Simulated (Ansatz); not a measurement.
Reaction (formal exchange of groups at a B–I bond): `C=CBI` + H₂O → `BC=C` + `OI`

Computed with Ansatz on PBE0-D4/def2-TZVP structures; ΔE is electronic, products minus reactants. CCSD(T)/CBS adds triple-zeta CCSD(T) − MP2 to the extrapolated MP2 energy (def2 sets, frozen cores). This one scheme is used for every species. DFT in def2-TZVPP. Elements past krypton have def2 core potentials. For I outer-core shells are correlated without core-valence functions, which leaves a few kJ/mol of doubt a bond. Each species was taken in one conformer, which may not be the lowest.

CCSD(T)/CBS gives +234.1 kJ/mol.

(1) Another level gave +237.5 kJ/mol. Which?
A. LDA (SPW92)/def2-TZVPP
B. PBE0/def2-TZVPP
C. revPBE-D4/def2-TZVPP
D. CAM-B3LYP/def2-TZVPP

Largest T1 diagnostic among the species: 0.012.

## Answers

(1) A. LDA (SPW92) 237.5, CAM-B3LYP 215.0, PBE0 232.7, revPBE-D4 220.4 kJ/mol.

At CCSD(T), def2-SVP lies +10.3 kJ/mol from the extrapolated value and def2-TZVPP +1.8 kJ/mol. Leaving LDA and LC-ωPBE aside and taking each functional with its dispersion term where it has one, the values, not all of them listed here, spread over 39.7 kJ/mol, from BLYP-D4 to PBE-QIDH. LDA lies +16.5 kJ/mol from PBE without D4.
